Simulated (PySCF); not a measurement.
From one molecule to another.

First species: C5H10NPSi.
Atom-mapped SMILES: `[N:1]#[C:2][CH2:3][C@@H:4]1[CH2:5][C@@H:6]1[SiH2:7][PH2:8]` (hydrogens: H9, H10 on C3; H11 on C4; H12, H13 on C5; H14 on C6; H15, H16 on Si7; H17, H18 on P8)

Cartesian coordinates in Å at the GFN2-xTB level; atoms count from 1:
```
atom  x, y, z in Å
N1    -3.772    0.489    1.513
C2    -2.654    0.350    1.320
C3    -1.247    0.191    1.054
C4    -0.891    0.795   -0.291
C5    -0.960   -0.039   -1.527
C6     0.380    0.393   -0.991
Si7    1.588   -0.869   -0.273
P8     2.208   -0.182    1.772
H9    -1.007   -0.875    1.071
H10   -0.683    0.683    1.855
H11   -1.190    1.834   -0.379
H12   -1.235   -1.078   -1.420
H13   -1.325    0.408   -2.439
H14    0.854    1.194   -1.549
H15    0.952   -2.182   -0.099
H16    2.701   -1.006   -1.220
H17    2.948    0.898    1.325
H18    3.323   -0.995    1.841
```

Second species: C₅H₁₀NPSi.
InChI=1S/C5H10NPSi/c1-3-5(4-6)8(2)7/h3,5,8H,1,7H2,2H3/t5-,8-/m0/s1

Levels: wB97X-D/def2-SVPD for dipole moment, HOMO energy, LUMO energy, HOMO–LUMO gap, static isotropic polarisability and electronic spatial extent ⟨r²⟩ about the centre of nuclear charge; TDDFT wB97X-D/def2-SVPD for lowest singlet excitation; TDA wB97X-D/def2-SVPD for lowest triplet excitation (Tamm–Dancoff); GFN2-xTB for rotational constant A and rotational constant C. Geometries: GFN2-xTB. Each species is one conformer at its optimised geometry, gas phase, non-relativistic unless stated; the electronic structure was computed with PySCF and density fitting.

Dipoles, sizes and rotational constants follow the conformer. The torsions of the flexible species, by atom-mapped SMILES:
- `[N:1]#[C:2][CH2:3][C@@H:4]1[CH2:5][C@@H:6]1[SiH2:7][PH2:8]`: C2–C3–C4–C5 -90°, C5–C6–Si7–P8 -127°, H–P8–Si7–C6 -69°, H–P8–Si7–C6 -162°
- `[CH2:1]=[CH:2][C@@H:3]([C:4]#[N:5])[Si@H:6]([CH3:7])[PH2:8]`: C1–C2–C3–C4 145°, C2–C3–Si6–C7 180°, H–P8–Si6–C3 -176°, H–P8–Si6–C3 -83°

Values for the first species:

| Quantity | Value |
| --- | --- |
| Dipole moment | 4.61 D |
| HOMO energy | -9.52 eV |
| LUMO energy | 1.68 eV |
| HOMO–LUMO gap | 11.20 eV |
| Lowest singlet excitation | 6.58 eV |
| Lowest triplet excitation (Tamm–Dancoff) | 5.89 eV |
| Static isotropic polarisability | 112.1 au |
| Electronic spatial extent ⟨r²⟩ about the centre of nuclear charge | 1767 bohr² |
| Rotational constant A | 2.161 GHz |
| Rotational constant C | 0.630 GHz |

Task: Estimate the same properties for the second species, and the change in each.

Result: 
```csv
property,first,second,second less first
dipole moment,4.61 D,3.72 D,-0.89 D
HOMO energy,-9.52 eV,-9.54 eV,-0.02 eV
LUMO energy,1.68 eV,1.27 eV,-0.41 eV
HOMO–LUMO gap,11.20 eV,10.81 eV,-0.39 eV
lowest singlet excitation,6.58 eV,6.64 eV,+0.06 eV
lowest triplet excitation (Tamm–Dancoff),5.89 eV,4.44 eV,-1.45 eV
static isotropic polarisability,112.1 au,115.3 au,+3.2 au
electronic spatial extent ⟨r²⟩ about the centre of nuclear charge,1767 bohr²,1580 bohr²,-187 bohr²
rotational constant A,2.161 GHz,1.670 GHz,-0.491 GHz
rotational constant C,0.630 GHz,0.722 GHz,+0.092 GHz
```

On the first: No computed singlet falls in the visible range (750 to 380 nm, 1.65 to 3.26 eV); S1 lies 3.32 eV above its blue end. The polarisability is 16.61 Å³ as a volume (1 au = 0.148185 Å³), or 1.47 au for each of the 76 electrons.

On the second: The principal polarisabilities are 90.3, 115.6 and 139.9 au; their mean is the isotropic value. The 8 singlets span 6.64 to 7.56 eV, and their oscillator strengths add up to 0.66.
